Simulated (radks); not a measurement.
Valence configurations of V II (all share [Ar]). Method: scalar-relativistic Kohn-Sham, LDA (Slater exchange, Perdew-Wang correlation), spin-polarised, spherical densities, point nucleus; open shells are filled with parallel spins first; computed with a radial shooting solver on a logarithmic mesh with Libxc functionals. Energies are relative to 3d4; eigenvalues in eV for spin up.

| valence | E (eV) | moment (Bohr magnetons) | e(3d) | e(4p) | e(4s) |
|---|---|---|---|---|---|
| 3d4 | 0.000 | 4 | -10.051 | - | - |
| 3d3.5 4s0.5 | 0.194 | 4 | -11.822 | - | -10.937 |
| 3d3 4s1 | 0.923 | 4 | -13.818 | - | -11.753 |
| 3d3.5 4p0.5 | 2.247 | 4 | -12.385 | -7.201 | - |
| 3d3 4p1 | 5.243 | 4 | -14.939 | -8.091 | - |
| 3d2 4p2 | 14.049 | 4 | -20.659 | -9.756 | - |
| 3d1 4s1 4p2 | 21.896 | 4 | -26.038 | -10.896 | -16.260 |
| 3d1 4p3 | 27.293 | 4 | -27.030 | -11.344 | - |

NIST lists [Ar] 3d4 as the ground configuration; this level of theory agrees among the configurations tried. The energies are those of spherical high-spin densities, not of single terms.
